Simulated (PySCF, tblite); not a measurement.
Q: Write Cartesian coordinates for InChI=1S/C6H16OP2/c1-6(2)9(5-7)4-3-8/h6-7H,3-5,8H2,1-2H3 as optimised with GFN2-xTB.

A: 
```
atom  x, y, z in Å
C1    -1.5661   -2.0503    0.0854
C2    -1.5543   -0.5283    0.2013
C3    -2.9056    0.0391   -0.2253
P4    -0.1937    0.2007   -0.8752
C5    -0.2949    1.9863   -0.2922
O6    -1.3110    2.7108   -0.9398
C7     1.2739   -0.2800    0.1785
C8     2.5917    0.1824   -0.4327
P9     4.0251   -0.3895    0.6194
H10   -0.6390   -2.4877    0.4494
H11   -1.7039   -2.3486   -0.9525
H12   -2.3868   -2.4623    0.6708
H13   -1.3510   -0.2427    1.2421
H14   -3.1341   -0.2596   -1.2472
H15   -3.6932   -0.3394    0.4246
H16   -2.9093    1.1252   -0.1761
H17   -0.5200    2.0267    0.7782
H18    0.6844    2.4602   -0.4616
H19   -1.1586    2.6751   -1.8910
H20    1.1578    0.1227    1.1901
H21    1.2822   -1.3712    0.2472
H22    2.6384    1.2741   -0.4744
H23    2.6948   -0.2019   -1.4502
H24    5.0037   -0.0947   -0.3281
H25    3.9585   -1.7230    0.2148
```

Orientation and origin are arbitrary. Atoms count from 1 in this order. Of the pairs four or more bonds apart, O6···H16 is among the closest relative to their van der Waals radii: 2.38 Å, 87 % of the sum of Bondi's values. P4 (phosphine phosphorus) is pyramidal (angles 98.7°, 98.4° and 96.4°, sum 293.5°, 0.92 Å off the plane of its three neighbours). P9 (phosphine phosphorus) is pyramidal (angles 95.3°, 95.2° and 92.2°, sum 282.8°, 0.81 Å off the plane of its three neighbours). All 3 C–C bonds measure 1.524 to 1.526 Å.

Bonds between heavy atoms (Å): C1–C2 1.526, C2–C3 1.526, C2–P4 1.882, P4–C5 1.881, C5–O6 1.406, P4–C7 1.870, C7–C8 1.524, C8–P9 1.868.

Structure optimised with GFN2-xTB, isolated species.

Point group: C1 (no symmetry element, even within 0.4 Å). Its GFN2-xTB frequencies are all real (lowest 35 cm⁻¹). The numbers are those of one conformer (C1–C2–P4–C5 -172°, C2–P4–C5–O6 -83°, P4–C5–O6–H -57°, C2–P4–C7–C8 180°, P4–C7–C8–P9 -177°). 3 starts were optimised and ended at 0.00, 0.78 and 1.20 kcal/mol (GFN2-xTB); the lowest of these is shown.

These are computed values.
